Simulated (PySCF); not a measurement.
(1S)-1-bromo-1-chloroethane (C₂H₄BrCl), SMILES C[C@@H](Cl)Br.

Geometry: PBE0-D3(BJ)/def2-SVP.

These are PBE/def2-TZVP (PySCF) values and carry that method's errors.

Computed frontier levels, gap, dipole moment and polarisability:
| Item | Result |
|---|---|
| highest occupied level | -6.85 eV |
| lowest empty level | -1.60 eV |
| orbital gap | 5.25 eV |
| dipole moment | 1.96 D |
| quadrupole, principal values (traceless, Buckingham form, about the centre of nuclear charge) | -3.63, 0.25, 3.38 D·Å |
| mean static polarisability | 58.2 bohr³ (8.62 Å³) |
| polarisability, principal values | 45.1, 57.7, 71.7 bohr³ |
